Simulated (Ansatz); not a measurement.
The cluster Hf₃N₃. Charge 0, multiplicity 2. Geometry relaxed at PBE0-D4/def2-SVP.

| atom | x (Å) | y (Å) | z (Å) |
| --- | --- | --- | --- |
| Hf1 | 0.0630 | -0.3857 | 1.3821 |
| Hf2 | -0.8610 | 1.3668 | -0.6621 |
| Hf3 | 1.6221 | -0.1510 | -0.9039 |
| N4 | 0.3748 | -1.6423 | -0.3780 |
| N5 | -0.6916 | 1.4161 | 1.2349 |
| N6 | -0.5072 | -0.6039 | -0.6729 |

In the def2 sets Hf takes a core potential; there is no spin–orbit coupling. The structure comes from a short search, and lower isomers may exist.

(1) Estimate the harmonic wavenumbers at UKS PBE0-D4/def2-SVP (Ansatz, unscaled). Is this a minimum?

Results:

(1) 111, 126, 219, 230, 307, 341, 420, 576, 591, 666, 749, 1038 cm⁻¹. Yes, no mode is imaginary beyond noise. Zero-point energy 32.1 kJ/mol. It took 4.1 min on 4 threads of Arm Neoverse V1 on a shared host, peak host memory 0.62 GiB.
